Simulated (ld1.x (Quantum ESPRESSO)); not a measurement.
## Plane-wave convergence, TM potential for promethium

- Element: Pm (Z = 61)
- Generator: ld1.x (Quantum ESPRESSO) 7.5
- Type: norm-conserving Troullier–Martins (Kleinman–Bylander form)
- Functional: Wu–Cohen
- Relativity: scalar-relativistic
- Frozen core: [Xe]
- Valence charge: 7
- Reference configuration: 4f5 5d0 6s1.75 6p0.25
- Partial waves: 6s (bound): rc 3.70 bohr; 6p (bound): rc 4.20 bohr; 5d (bound, empty): rc 3.80 bohr; 4f (bound): rc 1.15 bohr
- Local potential: the f channel
- Core correction: a·sin(br)/r model core, default radius (core density twice the valence density)

The pseudo-atom Hamiltonian at the reference potential is diagonalised in spherical Bessel functions j_l(qr) that vanish at 20 bohr, with q² up to the cutoff. All-electron valence levels (Ry): 6s -0.2752, 6p -0.0992, 5d -0.1514, 4f -0.1836.

Task: How do the lowest levels (Ry) of each channel move with the cutoff, and are there ghosts?

Result:

| cutoff (Ry) | s #1 | s #2 | s #3 | s #4 | p #1 | p #2 | p #3 | d #1 | d #2 | d #3 | f #1 | Σ f·Δε (mRy) |
| --- | --- | --- | --- | --- | --- | --- | --- | --- | --- | --- | --- | --- |
| 8 | -21.1525 | -0.2750 | -0.0067 | 0.1129 | -3.7230 | -0.0992 | 0.0356 | -0.1389 | 0.0382 | 0.1469 | 0.0817 | 1325.8 |
| 15 | -34.2549 | -0.2752 | -0.0092 | 0.0742 | -10.4223 | -0.0992 | 0.0355 | -0.1513 | 0.0370 | 0.1442 | 0.0817 | 1325.5 |
| 25 | -46.8497 | -2.0234 | -0.2752 | -0.0064 | -18.9861 | -0.0992 | 0.0353 | -0.1513 | 0.0370 | 0.1442 | 0.0817 | 1325.5 |
| 35 | -54.4334 | -4.1718 | -0.2752 | -0.0065 | -26.5263 | -0.3184 | -0.0992 | -0.1514 | 0.0370 | 0.1442 | 0.0817 | 1325.4 |
| 50 | -60.4572 | -7.7252 | -0.2752 | -0.0066 | -33.8767 | -1.1004 | -0.0992 | -0.1514 | 0.0370 | 0.1441 | 0.0817 | 1325.4 |
| 70 | -63.3096 | -11.7662 | -0.2752 | -0.0067 | -39.4283 | -2.0159 | -0.0992 | -3.7315 | -0.1514 | 0.0370 | 0.0817 | 1325.3 |
| 100 | -64.4941 | -15.8690 | -0.2752 | -0.0070 | -42.8872 | -3.3782 | -0.0992 | -8.3684 | -0.1514 | 0.0370 | 0.0816 | 1325.0 |
| 140 | -64.6887 | -18.1063 | -0.2752 | -0.0077 | -43.7527 | -4.4296 | -0.0992 | -11.0140 | -0.1514 | 0.0370 | 0.0734 | 1283.8 |
| 180 | -64.6915 | -18.5120 | -0.2752 | -0.0090 | -43.8508 | -4.7946 | -0.0992 | -11.6132 | -0.1514 | 0.0370 | -0.1335 | 249.3 |
| 260 | -64.6976 | -18.5512 | -0.2752 | -0.0096 | -43.8551 | -4.8585 | -0.0992 | -11.7038 | -0.1514 | 0.0370 | -0.1830 | 1.8 |
| 400 | -64.6992 | -18.5555 | -0.2752 | -0.0096 | -43.8577 | -4.8595 | -0.0992 | -11.7051 | -0.1514 | 0.0370 | -0.1834 | 0.0 |

Result: ghost states, extra bound levels that the all-electron valence spectrum of the same l lacks: s at -880.3 eV, p at -596.7 eV, s at -252.5 eV, d at -159.3 eV, p at -66.1 eV (a true bound ghost makes a file unfit for plane-wave use); 10 mRy is reached at 260 Ry and 1 mRy at 300 Ry.

2 of 7 tests not solved or not reliable.
